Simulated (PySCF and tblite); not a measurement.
Values are calculated unless marked as measured or tabulated.
System: C₅H₉NOS₂, numbered as in [CH2:1]=[CH:2][S:3][S:4][CH2:5][C:6](=[O:7])[NH:8][CH3:9].

For the rotation about the S3–S4 bond (torsion C2–S3–S4–C5 from 89° to 272°, rising): electronic barrier 9.15 kcal/mol, zero-point change -0.22 kcal/mol, thermal and entropy terms at 400 K a further -0.22 kcal/mol (symmetry numbers apart). The minimum is C1, the saddle C1. Geometries: GFN2-xTB; energies: PBE/pcSseg-1 + D3(BJ), IEF-PCM dimethylsulfoxide; zero-point and thermal terms from GFN2-xTB harmonic modes (soft modes blended into free rotors). Rate constants are transition-state-theory values, counting equivalent paths, without tunnelling. (PySCF 2.14 with density fitting, tblite 0.8.)

(1) How many equivalent paths lead out of the minimum?

(2) Work out the rate at 400 K.

Results:

(1) 1: the symmetry number of the minimum is 1, that of the saddle displaced along its mode 1.

(2) ΔG‡ = 8.71 kcal/mol; k_B T/h = 8.3×10¹² s⁻¹; exp(−ΔG‡/RT) = 1.7×10⁻⁵; times 1 gives k = 1.5×10⁸ s⁻¹. Wigner's tunnelling factor for the 51i cm⁻¹ mode would be 1.00.
